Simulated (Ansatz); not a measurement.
Species: C₆H₁₃S (charge 0, doublet). It need not be the lowest isomer of its formula. SMILES: CCC[CH]SCC
Geometry from a B3LYP-D3(BJ)/def2-TZVP (Ansatz, an electronic-structure program) optimisation:
```xyz
20

C     -2.9605     1.0699     1.0152
C     -2.0984     0.2493     0.0618
C     -0.9687    -0.5054     0.7888
C     -0.0940    -1.3091    -0.1138
S      1.0130    -0.6432    -1.2497
C      1.6638     0.8363    -0.4046
C      2.5440     0.5173     0.7954
H     -2.3614     1.8152     1.5446
H     -3.4331     0.4332     1.7671
H     -3.7526     1.5983     0.4815
H     -1.6554     0.8977    -0.6988
H     -2.7168    -0.4731    -0.4779
H     -0.3811     0.2235     1.3568
H     -1.4119    -1.1765     1.5307
H     -0.3742    -2.3260    -0.3570
H      2.2286     1.3555    -1.1798
H      0.8296     1.4820    -0.1290
H      1.9905    -0.0423     1.5494
H      2.9105     1.4393     1.2536
H      3.4025    -0.0848     0.4968
```
Charge 0, spin multiplicity 2.

Property: atomisation energy (electronic, to ground-state atoms), in kcal/mol. Correlated levels leave the core frozen unless marked. UHF or UKS for open shells. No spin-orbit coupling. Non-relativistic. The coupled-cluster limit lacks core correlation, which all-electron functionals hold. CBS marks a two-point X^-3 extrapolation of the correlation energy; Hartree-Fock from the larger set. [CCSD(T)-MP2]/basis is that difference in the basis named.

```json
[
 {"level": "HF/cc-pV(D+d)Z", "program": "Ansatz", "atomisation energy (kcal/mol)": "1369.1", "minus last row": "-477.9"},
 {"level": "PBE/def2-TZVPD", "program": "Ansatz", "atomisation energy (kcal/mol)": "1874.9", "minus last row": "27.9"},
 {"level": "BLYP-D4/def2-TZVPD", "program": "Ansatz + dftd4", "atomisation energy (kcal/mol)": "1838.7", "minus last row": "-8.3"},
 {"level": "PBE0/def2-QZVPP", "program": "Ansatz", "atomisation energy (kcal/mol)": "1856.9", "minus last row": "9.9"},
 {"level": "r2SCAN0/def2-TZVPD", "program": "Ansatz", "atomisation energy (kcal/mol)": "1835.8", "minus last row": "-11.2"},
 {"level": "LC-wPBE/def2-TZVPD", "program": "Ansatz", "atomisation energy (kcal/mol)": "1844.0", "minus last row": "-3.0"},
 {"level": "RI-MP2/CBS(cc-pV(T+d)Z,cc-pV(Q+d)Z)+[CCSD(T)-MP2]/cc-pV(T+d)Z", "program": "Ansatz", "atomisation energy (kcal/mol)": "1847.0", "minus last row": "0.0"}
]
```
